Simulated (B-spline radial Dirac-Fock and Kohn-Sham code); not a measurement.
# Anomalous scattering factors of Pr, 4 keV to 15 keV

Calculated with an atomic code on a B-spline grid, using the dispersion relation over Dirac-Hartree-Slater subshell photoionisation cross sections, with the Kissel-Pratt high-energy constant (isolated atom, no bound-bound lines or fine structure). The forward scattering factor is f₀ + f′ + i f″.

Edges near this range: L1 6835.0 eV, L2 6440.0 eV, L3 5964.0 eV.

```tsv
hν (eV)	λ (Å)	f′ (e)	f″ (e)	tabulated f′	tabulated f″
4000	3.100	-4.985	6.816	-5.02	6.48
4510.9	2.749	-5.653	5.668	-5.70	5.35
5049	2.456	-6.735	4.754	-6.81	4.49
5414.7	2.290	-7.938	4.257	-8.05	4.04
5685	2.181	?	?	?	?
6000	2.066	-14.045	10.266	-13.92	10.38
6403.9	1.936	-10.987	9.379	-10.99	9.24
6930.3	1.789	-6.779	13.066	-6.73	12.83
7014	1.768	-6.028	12.836	-6.02	12.61
8047.8	1.541	-2.380	10.368	-2.40	10.25
9058	1.369	-1.105	8.584	-1.12	8.49
9246	1.341	-0.958	8.305	-0.97	8.20
9251.7	1.340	-0.954	8.296	-0.97	8.19
12000	1.033	-0.070	5.416	-0.10	5.30
12980	0.9552	-0.013	4.750	-0.04	4.63
13430	0.9232	-0.005	4.485	-0.03	4.36
15000	0.8266	-0.035	3.718	-0.06	3.59
```

Q: What are f′ and f″ at 5685 eV?

A: f′ = -9.512 and f″ = 3.939 electrons (tables: -9.71 and 3.74). By the optical theorem f″ corresponds to a photoabsorption cross section 2 rₑ λ f″ = 48400 b.

Tabulated f′: xraylib 4.2 anomalous scattering factors (Cullen et al., EPDL97); f″: Chantler's tables (J. Phys. Chem. Ref. Data 1995 and 2000). Both are theoretical tables.
